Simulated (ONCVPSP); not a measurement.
Building the ONCV potential for nitrogen (N) (PBE, non-relativistic).

* Element: N
* Generator: ONCVPSP 4.0.1
* Type: optimised norm-conserving Vanderbilt (ONCV)
* Functional: PBE
* Relativity: non-relativistic
* Frozen core: [He]
* Valence charge: 5
* Reference configuration: 2s2 2p3
* Partial waves: 2s: rc 1.05 bohr, ncon 4, nbas 8, qcut 6.7 1/bohr, local; 2p: rc 1.70 bohr, ncon 4, nbas 8, qcut 9.9 1/bohr, 1 projector; d scattering state at 0.42 Ha: rc 1.45 bohr, ncon 4, nbas 8, qcut 6.5 1/bohr, 2 projectors, debl 3.2 Ha
* Local potential: the s channel
* Core correction: Teter function, fcfact 5, rcfact 1

All-electron outer shells of the reference configuration (PBE, non-relativistic, ld1.x):

| shell | level (eV) | outermost node (bohr) | outermost maximum (bohr) |
| --- | --- | --- | --- |
| 1s | -384.48 | – | 0.15 |
| 2s | -18.56 | 0.32 | 1.02 |
| 2p | -7.10 | – | 0.98 |

Calculated quality:

```
Cutoffs needed             : 26 Ha and 136 Ha (the cutoffs (Ha) at which the residual kinetic energy of the hardest occupied pseudo-wave falls to 1 and 0.1 mHa per electron)
Ghost test                 : no bound ghost flagged; no localised positive-energy state flagged
Configuration tests        : 1 of 4 tests not solved or not reliable
rms error of d²Exc/dni dnj : 1.84 mHa without and 2.20 mHa with the model core
```

Generation and tests took about 4.5 s on one core of a shared server CPU.
